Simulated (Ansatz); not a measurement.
A run for Ansatz (a program for electronic structure): U-BLYP/def2-TZVPP on C5H13O2Si (SMILES CCO[Si](C)OCC).

Ansatz 0.2 input:
```yaml
crystal:
  periodic: [false, false, false]
  atoms:
    - {symbol: C, position_ang: [2.96982474, 0.72466300, 0.83583255]}
    - {symbol: C, position_ang: [2.07590905, 0.74218157, -0.39043247]}
    - {symbol: O, position_ang: [0.87399026, 0.05419547, -0.10504373]}
    - {symbol: Si, position_ang: [-0.49425040, -0.05486754, -1.07440301]}
    - {symbol: C, position_ang: [-0.18558013, -1.16869995, -2.56752468]}
    - {symbol: O, position_ang: [-1.62386959, -0.85042951, -0.14027434]}
    - {symbol: C, position_ang: [-1.90373850, -0.62109258, 1.23081011]}
    - {symbol: C, position_ang: [-2.83350709, 0.56653945, 1.43167397]}
    - {symbol: H, position_ang: [3.91883938, 1.24720651, 0.63541529]}
    - {symbol: H, position_ang: [2.46900261, 1.21913731, 1.68265788]}
    - {symbol: H, position_ang: [3.19557023, -0.31177056, 1.13097983]}
    - {symbol: H, position_ang: [2.59608702, 0.26452201, -1.24398654]}
    - {symbol: H, position_ang: [1.86274368, 1.78663262, -0.69051699]}
    - {symbol: H, position_ang: [0.17765347, -2.14820996, -2.21252835]}
    - {symbol: H, position_ang: [-1.11515060, -1.32130622, -3.13685443]}
    - {symbol: H, position_ang: [0.56775124, -0.72992451, -3.24008036]}
    - {symbol: H, position_ang: [-0.96268453, -0.47195125, 1.78971931]}
    - {symbol: H, position_ang: [-2.37526204, -1.54021329, 1.61789624]}
    - {symbol: H, position_ang: [-3.08971058, 0.68457034, 2.49704502]}
    - {symbol: H, position_ang: [-2.35825079, 1.49993468, 1.08835373]}
    - {symbol: H, position_ang: [-3.76516741, 0.42888242, 0.86116097]}
basis:
  gaussian:
    orbitals: def2-TZVPP
hamiltonian:
  xc: {name: BLYP}
magnetization: {spin_polarized: true, initial_magnetization: 1}
```

Output:

```
WARN ansatz: RAYON_NUM_THREADS=8 ignored (pool sized by the plan → 8); use --threads N
Functional definition: BLYP
integrals: 0.66 GiB planned
2257 factors; their error is unknown
mean field: 4.83 GiB planned
mean field evaluation 1: about -17336.9395 eV, gradient 8.9e1 eV
mean field evaluation 2: about -17241.1199 eV, gradient 1.7e2 eV
mean field evaluation 4: about -17369.3134 eV, gradient 1.7e1 eV
mean field evaluation 8: about -17370.3835 eV, gradient 4.5e-1 eV
mean field evaluation 16: about -17370.3112 eV, gradient 1.5e-3 eV
mean field -17370.31116460 eV, -638.3471612792 hartree, gradient 7.1e-5 eV, S^2 0.751421; 0 other end points of the search recorded, 0 dependent functions left out
reference -17370.31171924 eV, -638.3471816619 hartree; 37, 36 occupied and 404, 405 virtual orbitals, 2257 factors
Total energy: -17370.31171924 eV, -638.3471816619 hartree
```

The run converged.

Cost: around 40 core-seconds (rough).
